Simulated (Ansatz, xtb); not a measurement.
# FH6NPSn+: which of two structures lies lower

Structure a: `[NH3+][Sn@H]([F])[PH2]`, a singlet. Structure b: a singlet given by its coordinates. Both are isolated ions in the gas phase, relaxed with PBE0-D3(BJ)/def2-SVP; the shapes shown needn't be the lowest conformers.

a (Å):

| atom | x (Å) | y (Å) | z (Å) |
| --- | --- | --- | --- |
| F | -1.9218 | 0.6063 | -0.2251 |
| N | 0.3864 | -1.0875 | -0.1748 |
| P | 0.1243 | 1.5255 | -3.0884 |
| Sn | -0.1025 | 1.0677 | -0.6611 |
| H | -0.5229 | -1.4904 | 0.0855 |
| H | 1.0148 | -1.2131 | 0.6253 |
| H | 0.7592 | -1.6479 | -0.9469 |
| H | 0.5982 | 1.8393 | 0.6798 |
| H | 1.5131 | 1.1816 | -3.0445 |
| H | -0.3021 | 0.1940 | -3.3891 |

b (Å):

```json
{"atom": "F", "x (Å)": "-0.4390", "y (Å)": "0.6748", "z (Å)": "0.5921"}
{"atom": "N", "x (Å)": "0.7399", "y (Å)": "-1.7770", "z (Å)": "1.8886"}
{"atom": "P", "x (Å)": "0.8791", "y (Å)": "0.7230", "z (Å)": "-0.3233"}
{"atom": "Sn", "x (Å)": "2.7325", "y (Å)": "-0.9435", "z (Å)": "0.9035"}
{"atom": "H", "x (Å)": "-0.0320", "y (Å)": "-1.1047", "z (Å)": "1.8423"}
{"atom": "H", "x (Å)": "0.9046", "y (Å)": "-1.9554", "z (Å)": "2.8834"}
{"atom": "H", "x (Å)": "0.4068", "y (Å)": "-2.6551", "z (Å)": "1.4833"}
{"atom": "H", "x (Å)": "2.5313", "y (Å)": "0.3703", "z (Å)": "2.0836"}
{"atom": "H", "x (Å)": "0.3300", "y (Å)": "0.5024", "z (Å)": "-1.6127"}
{"atom": "H", "x (Å)": "1.1557", "y (Å)": "2.1116", "z (Å)": "-0.4049"}
```

Close contacts (Å): F1–P3 1.61, N2–Sn4 2.37, P3–Sn4 2.78, N2–H5 1.02, N2–H6 1.02, N2–H7 1.02, P3–H9 1.42, P3–H10 1.42, Sn4–H8 1.78.

Quicker runs give these differences E(b) − E(a): GFN2-xTB −1.382 eV; HF/STO-3G +0.391 eV (at GFN2-xTB geometries); r2SCAN-D4/def2-SVP −0.204 eV (at GFN2-xTB geometries).

**Question.** Estimate which is lower in electronic energy at CCSD(T)/def2-SVP + ΔMP2/def2-TZVPP, and by roughly how much.

**Answer.** Too close to call at this level: CCSD(T)/def2-SVP + ΔMP2/def2-TZVPP gives E(b) − E(a) = +0.056 eV.

Level by level:

```csv
level,geometry,E(b) − E(a) (eV),departure from the last row (eV),"job, with rough time for the two"
GFN2-xTB,GFN2-xTB,−1.382,−1.438,"optimisation, 0.34 s"
HF/STO-3G,GFN2-xTB,+0.391,+0.335,"single point, 1.6 s"
r2SCAN-D4/def2-SVP,GFN2-xTB,−0.204,−0.261,"single point, 4.4 s"
PBE0-D3(BJ)/def2-SVP,PBE0-D3(BJ)/def2-SVP,+0.118,+0.061,"optimisation, 2.8 min"
HF/def2-SVP,PBE0-D3(BJ)/def2-SVP,+0.135,+0.079,part of the CCSD(T) run
MP2/def2-SVP,PBE0-D3(BJ)/def2-SVP,+0.441,+0.385,part of the CCSD(T) run
CCSD(T)/def2-SVP,PBE0-D3(BJ)/def2-SVP,+0.337,+0.281,single point
CCSD(T)/def2-SVP + ΔMP2/def2-TZVPP,PBE0-D3(BJ)/def2-SVP,+0.056,,"single point, 40 s"
```

GFN2-xTB, r2SCAN-D4/def2-SVP put the two in the other order. The largest departure from CCSD(T)/def2-SVP + ΔMP2/def2-TZVPP is that of GFN2-xTB, 1.438 eV. The last row adds to CCSD(T) the change of the MP2 difference between the two basis sets, here −0.281 eV, a large step that makes the value less sure.

With harmonic frequencies from PBE0-D3(BJ)/def2-SVP (ideal gas, rigid rotor, one conformer each, 1000 K, 1 atm): the zero-point term adds +0.039 eV; ΔH is +0.071 and ΔG +0.133 eV.

The correlated steps freeze 11 core orbitals; the filled d shell of Sn is correlated, in a basis made for valence electrons. Atoms past krypton carry core potentials in the def2 sets, other sets are all-electron and non-relativistic, and no spin–orbit term is included. Run with Ansatz 0.2.0, xtb 6.7.1; the last row on 2 threads of Intel(R) Xeon(R) Platinum 8375C CPU @ 2.90GHz (Ice Lake) on a shared host.
